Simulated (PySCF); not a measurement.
Static response to an electric field

Species: C₈H₈BN₃OS.
Atom-mapped SMILES: `[NH2:1][C:2](=[S:3])[N:4]1[N:5]=[CH:6][c:7]2[cH:8][cH:9][cH:10][cH:11][c:12]2[B:13]1[OH:14]` (hydrogens: H15, H16 on N1; H17 on C6; H18 on C8; H19 on C9; H20 on C10; H21 on C11; H22 on O14)

Structure used (PBE0-D3(BJ)/def2-SVP), in Å, numbered top down from 1:
```xyz
22
C8H8BN3OS angstrom
N      3.832    0.462   -0.967
C      3.165   -0.190   -0.006
S      3.919   -1.105    1.141
N      1.754   -0.033   -0.094
N      1.363    0.492   -1.283
C      0.120    0.645   -1.572
C     -0.993    0.302   -0.718
C     -2.322    0.464   -1.144
C     -3.362    0.120   -0.295
C     -3.089   -0.387    0.983
C     -1.775   -0.542    1.403
C     -0.702   -0.200    0.565
B      0.792   -0.341    0.969
O      1.190   -0.667    2.216
H      4.828    0.304   -1.020
H      3.298    0.874   -1.725
H     -0.077    1.068   -2.563
H     -2.528    0.858   -2.143
H     -4.397    0.243   -0.621
H     -3.912   -0.660    1.648
H     -1.588   -0.945    2.404
H      0.447   -0.786    2.815
```

Level: CAM-B3LYP/def2-SVPD (PySCF), static field, nuclei fixed, core orbitals frozen in the response. The polarisability tensor in these axes (au):

```
x   236.18 -11.46   8.29
y   -11.46 102.96 -31.42
z     8.29 -31.42 150.62
```

Q: What are the eigenvalues, a third of the trace, and Δα (Δα² = ½Σ(αi − αj)² over the three pairs)?

A: Principal values 87.06, 164.07 and 238.63 au; mean 163.25 au = 24.19 Å³ = 26.92 × 10⁻⁴⁰ C²·m²/J; Δα = 131.27 au (80 % of the mean).

Q: What is the dipole moment, and where does it point?

A: (-5.36, 1.89, -2.24) D, 6.11 D in size, pointing from the negative to the positive side. Measured along this direction, the outermost atoms are S3 at the negative end and H19 at the positive end.

Q: Give the principal axes and the span of the nuclei along them.

A: Largest value along (0.98, -0.11, 0.13), where the nuclei span 9.02 Å; middle along (-0.17, -0.43, 0.89), 5.53 Å; least along (0.04, 0.90, 0.44), 0.86 Å. The response follows the extents in order.

Q: What would n − 1 = 2πNα be for an ideal gas of these molecules at 273.15 K and 1 atm, electronic part alone?

A: N = p/kT = 2.6868 × 10¹⁹ cm⁻³, so n − 1 = 2π × N × 24.19 × 10⁻²⁴ cm³ = 4084 × 10⁻⁶ at long wavelengths, for an ideal gas.

Q: Find the Langevin capture rate constant for O2+ (31.990 u) meeting this molecule (205.048 u), k = 2.342 × 10⁻⁹ cm³/s × √(α in Å³ / reduced mass in u).

A: The reduced mass is 27.67 u, so k = 2.19 × 10⁻⁹ cm³/s. The formula leaves out the permanent dipole, which adds to the capture rate.

Q: Sum over states: ᾱ = Σ f/ω², ω in Eh. What share falls to these 10 lowest TDDFT singlets (eV, f)? 3.27, 0.0005; 4.21, 0.3237; 4.72, 0.0084; 4.81, 0.0326; 4.92, 0.1040; 5.14, 0.0003; 5.25, 0.0426; 5.33, 0.0228; 5.65, 0.0811; 5.79, 0.1457.

A: They add up to 24.90 au, 15.2 % of the 163.25 au; the largest single term is 13.50 au, from the state at 4.21 eV. Terms in order: 0.04, 13.50, 0.28, 1.04, 3.18, 0.01, 1.15, 0.59, 1.88, 3.22 au. Higher excitations give the rest. The strengths listed sum to 0.762.

Q: What are the principal values of the traceless quadrupole moment, Θ = ½Σq(3rr − r²1), about the centre of nuclear charge?

A: -16.02, -8.89, 24.91 D·Å. The values depend on the origin, since the dipole doesn't vanish. The electronic extent ⟨r²⟩ about the same centre is 3307 bohr², a root-mean-square distance of 2.96 Å for the 106 electrons.

Geometry: PBE0-D3(BJ)/def2-SVP, one conformer, isolated molecule.

The run behind these numbers computed excited states as well. On Arm Neoverse V1, one thread, no GPU, shared host with 64 logical CPUs at a one-minute load of 24, this took 4.0 min of wall time (grids of density and orbitals included) and 2.4 GiB of memory at its peak.
